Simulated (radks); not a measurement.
Values are calculated unless marked as measured or tabulated.
S I, configuration [Ne] 3s2 3p4.

Level of theory: non-relativistic Kohn-Sham, TPSS, spin-polarised, spherical densities, point nucleus; open shells are filled with parallel spins first; meta-GGA in the generalised Kohn-Sham scheme (a radial shooting solver on a logarithmic mesh with Libxc functionals).

Energy parts (Ry):
total: -796.27495
kinetic: 795.24516
electron-nucleus: -1894.24619
Hartree: 353.96855
exchange-correlation: -51.24247

Orbitals (lengths in bohr, moments of r in powers of bohr):
orbital  occ.  eigenvalue (Ry)      <r>
1s up       1        -176.8222  0.09720
1s down     1        -176.8015  0.09719
2s up       1        -15.58820   0.4800
2s down     1        -15.57083   0.4799
2p up       3        -11.54515   0.4431
2p down     3        -11.51884   0.4429
3s up       1         -1.34613    1.697
3s down     1         -1.18783    1.713
3p up       3         -0.57701    2.034
3p down     1         -0.43646    2.121

The highest occupied level is 3p down at -5.938 eV. The density falls to 0.001 e/bohr^3 at r = 4.05 bohr. The spin density at the nucleus is 0.0384 e/bohr^3 (1s -0.1072, 2s 0.1059, 3s 0.0397), a Fermi contact field of 2.01 T. For comparison, the ionisation energy in NIST's Atomic Spectra Database is 10.360 eV (measured). In exact Kohn-Sham theory the highest level is minus the ionisation energy, but local and semilocal functionals leave it too shallow, through self-interaction and a potential that decays too fast; potentials with the right tail come closer. Summed over all electrons, <r^2> = 29.12 bohr^2, which gives a Langevin (diamagnetic) susceptibility term of -23.1 x 10^-6 cm^3/mol. Spin moment in Bohr magnetons: 2.
